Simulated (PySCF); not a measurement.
A structure optimised at PBE0-D3(BJ)/def2-SVP (Å):
```
atom  x, y, z in Å
C1     1.941   -0.502    0.309
C2     1.404    0.856   -0.126
O3     2.213    1.716   -0.500
C4    -0.011    1.070   -0.082
C5    -0.997    0.144    0.317
O6    -0.823   -1.030    0.716
C7    -2.450    0.634    0.211
C8    -3.236   -0.048   -0.918
C9    -4.554    0.672   -1.186
C10   -3.468   -1.529   -0.644
H11    1.512   -1.310   -0.303
H12    3.038   -0.479    0.219
H13    1.632   -0.740    1.338
H14   -0.326    2.069   -0.397
H15   -2.954    0.423    1.174
H16   -2.475    1.725    0.055
H17   -2.613    0.039   -1.829
H18   -4.393    1.730   -1.453
H19   -5.197    0.651   -0.289
H20   -5.116    0.196   -2.008
H21   -4.178   -1.657    0.192
H22   -3.891   -2.041   -1.526
H23   -2.520   -2.000   -0.344
```

Charge -1, singlet.

(1) Which heavy atoms are bonded, and with what formal order?

(2) Give the structure as a SMILES string.

(3) What is the point group of this geometry?

(4) Describe the place of each heavy atom.

(5) What is the arrangement about C7?

(6) What is the arrangement about C4?

Answers

(1) C1–C2 1.52 Å (single); C2–O3 1.24 Å (double); C2–C4 1.43 Å (single); C4–C5 1.41 Å (double); C5–O6 1.25 Å (single); C5–C7 1.54 Å (single); C7–C8 1.54 Å (single); C8–C9 1.53 Å (single); C8–C10 1.52 Å (single). Bonds to hydrogen (Å): C1–H11 1.10; C1–H12 1.10; C1–H13 1.10; C4–H14 1.09; C7–H15 1.11; C7–H16 1.10; C8–H17 1.11; C9–H18 1.10; C9–H19 1.10; C9–H20 1.10; C10–H21 1.10; C10–H22 1.10; C10–H23 1.10. The orders are those of one drawing; other resonance forms can be drawn.

(2) `CC(=O)/C=C(\[O-])CC(C)C`, [C8H13O2]-. Among its features: ketone and C=C double bond.

(3) C1 (no symmetry element, even within 0.4 Å).

(4) C1: methyl carbon next to a carbonyl; C2: ketone carbonyl carbon; O3: ketone oxygen; C4: carbon bonded to 2 C and H; C5: vinylic carbon bearing oxygen; O6: enolate oxygen; C7: allylic carbon; C8: sp3 CH carbon; C9/C10: methyl carbon.

(5) It has 4 neighbours (C5, C8, H15, H16) and is distorted tetrahedral (angles from 107.6° to 113.1°).

(6) It has 3 neighbours (C2, C5, H14) and is planar (angles 127.0°, 118.7° and 114.3°, sum 360.0°, 0.00 Å off the plane of its three neighbours).

The numbers are calculated, not measured.
